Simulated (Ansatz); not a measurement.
```yaml
crystal:
  periodic: [false, false, false]
  atoms:
    - {symbol: C, position_ang: [0.330744, -1.942258, 0.811025]}
    - {symbol: C, position_ang: [0.222495, -0.623030, 0.177702]}
    - {symbol: Si, position_ang: [-0.196012, 0.951182, -0.345364]}
    - {symbol: F, position_ang: [-1.487606, 0.975497, -1.285356]}
    - {symbol: F, position_ang: [0.840270, 1.511828, -1.298135]}
    - {symbol: Cl, position_ang: [-0.727506, 2.283028, 0.931895]}
    - {symbol: H, position_ang: [0.757609, -2.630431, 1.055220]}
basis:
  gaussian: {orbitals: 6-31G, final_grid: {core_spheres: 20, valence_spheres: 16, degree: 47}}
total_charge: 1
magnetization: {spin_polarized: true, initial_magnetization: 1}
hamiltonian: {xc: {name: B97}}
relax: {f_tol: 0.001, max_steps: 2}
output: {forces: true}
```

```sh
$ ansatz run in.yaml --threads 4 --pin off --events-out ev --progress --plain --max-ram 10444MiB
```

It prints (some lines left out):

```
Functional definition: B97
793 factors; integrals over basis functions are off by at most 1.4e-4 eV
mean field evaluation 1: about -27891.1686 eV, gradient 5.2e1 eV
mean field evaluation 2: about -27707.5533 eV, gradient 1.8e2 eV
mean field evaluation 4: about -27899.6125 eV, gradient 1.3e1 eV
mean field evaluation 8: about -27900.4482 eV, gradient 8.7e-1 eV
mean field evaluation 16: about -27900.4583 eV, gradient 2.8e-2 eV
mean field evaluation 32: about -27900.4589 eV, gradient 8.1e-5 eV
mean field -27900.45892477 eV, -1025.3229538752 hartree, gradient 2.9e-7 eV, S^2 0.754428; 8 other end points of the search recorded, 0 dependent functions left out
reference -27900.45894655 eV, -1025.3229546756 hartree; 31, 30 occupied and 33, 34 virtual orbitals, 793 factors
relax step   1: F+E_penalty+E_count = -27900.45892477 eV  Δ(F+E_penalty+E_count) = +0.000e0 eV  max|allowed force component| = 2.459e1 eV/Å  Δτ_max = 0.0000 Å  (198 SCF iters, accepted)
793 factors; integrals over basis functions are off by at most 1.8e-4 eV
mean field -27904.98194943 eV, -1025.4891719656 hartree, gradient 3.3e-6 eV, S^2 0.754083; 0 other end points of the search recorded, 0 dependent functions left out
reference -27904.98197149 eV, -1025.4891727760 hartree; 31, 30 occupied and 33, 34 virtual orbitals, 793 factors
relax step   2: F+E_penalty+E_count = -27904.98194943 eV  Δ(F+E_penalty+E_count) = -4.523e0 eV  max|allowed force component| = 2.822e0 eV/Å  Δτ_max = 0.1949 Å  (64 SCF iters, accepted)
Error: geometry relaxation did not converge after 2 steps: max|allowed force component| = 2.82e0 eV/Å (threshold 1.0e-3). Raise `relax.max_steps` over both its present limit and 2, loosen `relax.f_tol`, or start from a geometry closer to equilibrium. Where this run's directory can be resumed (`checkpoint.write`), a resume goes on for up to `relax.max_steps` more
```

Task: Something in this input is off. What?

Result: The relaxation is allowed too few steps for its threshold. The calculation stopped without meeting its thresholds.
